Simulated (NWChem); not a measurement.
# BaF cation; SMILES [F][Ba+]

```xyz
2

Ba     0.0000     0.0000    -0.2287
F      0.0000     0.0000     1.9282
```
Atoms are numbered in this order, from 1.

Program: NWChem. Geometry: optimised at PBE0/def2-SVP. def2 effective core potentials on Ba; no spin-orbit coupling. Level: PBE0/def2-SVPD; rows give the wavelength of the field.

Problem. Among these, which field gives the highest value of “anisotropy (bohr³)”?
A. static
B. 400 nm
C. 589 nm
D. 1065 nm

Solution. B, 400 nm. Values: static 16.0; 1065 nm 16.3; 589 nm 16.8; 400 nm 17.7
